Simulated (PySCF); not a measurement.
Species: C4H5BCl2.
Geometry (PBE0-D3(BJ)/def2-SVP, Å), atoms numbered from 1 in this order:
```
atom  x, y, z in Å
C1    -2.2792   -1.0509    0.1565
C2    -1.4295   -0.0277   -0.0250
C3     0.0098   -0.1735    0.0298
C4     0.8967    0.8357   -0.1406
B5     2.4172    0.6482   -0.0725
Cl6    3.4869    2.0251   -0.2891
Cl7    3.1512   -0.9261    0.2206
H8    -3.3620   -0.9134    0.1117
H9    -1.9111   -2.0621    0.3567
H10   -1.8208    0.9765   -0.2252
H11    0.3928   -1.1837    0.2237
H12    0.5032    1.8409   -0.3337
```

Level: PBE0/pcSseg-1 and B3LYP/def2-SVPD in PySCF, non-relativistic, on one gas-phase PBE0-D3(BJ)/def2-SVP geometry that isn't relaxed in the solvent. The solvent is an IEF-PCM continuum (cavity from Bondi-type radii × 1.2). Only the electrostatic response of the medium enters.

Gas phase at PBE0/pcSseg-1: HOMO -7.49 eV, LUMO -2.56 eV, dipole 3.23 D.

What does the continuum do to the energy, the frontier levels and the dipole at PBE0/pcSseg-1 in tetrahydrofuran?

```csv
solvent,ε,E(solvent) − E(gas) (kJ/mol),polarisation term (kJ/mol),distortion of the solute (kJ/mol),HOMO (eV),LUMO (eV),dipole (D)
tetrahydrofuran,7.426,-10.63,-11.94,1.31,-7.32,-2.44,4.07
```

The first energy column is the sum of the next two and covers electrostatics alone.

Which radius a makes the point-dipole formula ΔE = −[(ε − 1)/(2ε + 1)]·μ²/a³ give the value in tetrahydrofuran, with the gas-phase dipole?

μ = 1.272 au and |ΔE| = 0.00405 Eh give a = 2.88 Å; the farthest nucleus lies 4.04 Å from the centroid of the nuclei, so such a sphere wouldn't even hold the nuclei. The formula assumes a rigid point dipole at the centre of a sphere.

Give the dipole vector in the frame of the coordinates (D, pointing from negative to positive charge), gas and tetrahydrofuran.

Gas (-3.18, -0.56, 0.04), solvent (-3.99, -0.78, 0.07). Its length changes by +26 % and its direction by 1°.

Which IAO charges (PBE0/pcSseg-1) respond most in tetrahydrofuran (means over atoms taken as equivalent)?

```tsv
atoms	environment	gas (e)	solvent (e)	change
Cl6/Cl7	chlorine bonded to B	-0.068	-0.080	-0.012
C4	alkene CH carbon	-0.303	-0.314	-0.011
C2	alkene CH carbon	-0.137	-0.146	-0.009
H8	vinylic hydrogen	+0.161	+0.169	+0.008
H9	vinylic hydrogen	+0.153	+0.161	+0.008
H10	vinylic hydrogen	+0.150	+0.158	+0.008
H12	vinylic hydrogen	+0.156	+0.163	+0.007
H11	vinylic hydrogen	+0.151	+0.156	+0.005
```

Which Mayer bond orders change most in tetrahydrofuran?

```csv
bond,length (Å),gas,solvent,change
C4–B5,1.534,1.071,1.093,+0.022
B5–Cl6,1.757,1.109,1.090,-0.019
C3–C4,1.354,1.729,1.711,-0.018
B5–Cl7,1.762,1.106,1.093,-0.013
C1–C2,1.342,1.866,1.859,-0.007
C4–H12,1.097,0.950,0.944,-0.006
C1–H8,1.092,0.947,0.943,-0.004
C2–C3,1.448,1.109,1.112,+0.003
```

How do the nuclear quadrupole coupling constants eQVzz/h respond in tetrahydrofuran?

```json
{"nucleus": "11B at B5", "Q (barn)": "0.04059", "gas (MHz)": "3.11", "solvent (MHz)": "3.07", "η gas": "0.83", "η solvent": "0.87"}
{"nucleus": "35Cl at Cl6", "Q (barn)": "-0.0817", "gas (MHz)": "-41.67", "solvent (MHz)": "-41.28", "η gas": "0.62", "η solvent": "0.58"}
{"nucleus": "35Cl at Cl7", "Q (barn)": "-0.0817", "gas (MHz)": "-42.41", "solvent (MHz)": "-42.11", "η gas": "0.51", "η solvent": "0.49"}
```

Gas phase at B3LYP/def2-SVPD: HOMO -7.26 eV, LUMO -2.71 eV, dipole 3.08 D.

What does the continuum do to the energy, the frontier levels and the dipole at B3LYP/def2-SVPD in tetrahydrofuran?

| solvent | ε | E(solvent) − E(gas) (kJ/mol) | polarisation term (kJ/mol) | distortion of the solute (kJ/mol) | HOMO (eV) | LUMO (eV) | dipole (D) |
| --- | --- | --- | --- | --- | --- | --- | --- |
| tetrahydrofuran | 7.426 | -9.72 | -11.14 | 1.42 | -7.08 | -2.59 | 3.99 |

How does the static polarisability (B3LYP/def2-SVPD, frozen core, with the continuum's full static response) change?

```tsv
medium	isotropic (au)	principal values (au)	⟨r²⟩ of the electrons (bohr²)
gas	105.2	59.5, 89.7, 166.3	1640.4
tetrahydrofuran	139.1	76.8, 116.8, 223.8	1639.6
```

The isotropic value in tetrahydrofuran is 1.32 times the gas-phase one; no cavity-field correction is applied. ⟨r²⟩ is taken about the centre of nuclear charge.

On one thread of an Arm Neoverse V2, no GPU, shared host with 96 logical CPUs at a one-minute load of 26, this took 15 s and 1.0 GiB of memory at its peak. This is the whole shielding run at PBE0/pcSseg-1 in tetrahydrofuran, SCF included.
